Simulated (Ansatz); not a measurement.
Dissociation curve of OLi (cation, charge +1), lowest triplet found (which spin is the ground state isn't settled by this scan).

- UKS-PBE = unrestricted PBE/aug-cc-pVDZ run with Ansatz (an electronic-structure program)
- ROCCSDT = CCSDT on ROHF/aug-cc-pVDZ, frozen core (Ansatz)
- UCCSD = CCSD on UHF/aug-cc-pVDZ, frozen core run with Ansatz

Total energies in hartree (comparable only within one method and basis):

```
R / Å    UKS-PBE    ROCCSDT      UCCSD
-----  ---------  ---------  ---------
1.41   -82.18811  -82.09780  -82.09605
1.51   -82.21990  -82.13104  -82.12924
1.62   -82.24144  -82.15375  -82.15191
1.68   -82.24914  -82.16197  -82.16010
1.77   -82.25701  -82.17046  -82.16855
1.83   -82.26042  -82.17421  -82.17226
1.89   -82.26277  -82.17682  -82.17484
1.97   -82.26466  -82.17897  -82.17695
2.02   -82.26531  -82.17972  -82.17768
2.08   -82.26569  -82.18019  -82.17812
2.19   -82.26558  -82.18015  -82.17805
2.29   -82.26491  -82.17948  -82.17736
2.44   -82.26337  -82.17792  -82.17577
2.61   -82.26133  -82.17586  -82.17370
2.86   -82.25839  -82.17294  -82.17079
3.10   -82.25592  -82.17058  -82.16845
3.45   -82.25313  -82.16800  -82.16589
3.79   -82.25122  -82.16629  -82.16421
4.28   -82.24953  -82.16479  -82.16272
4.81   -82.24855  -82.16388  -82.16183
5.64   -82.24776  -82.16312  -82.16107
6.64   -82.24731  -82.16265  -82.16061
```
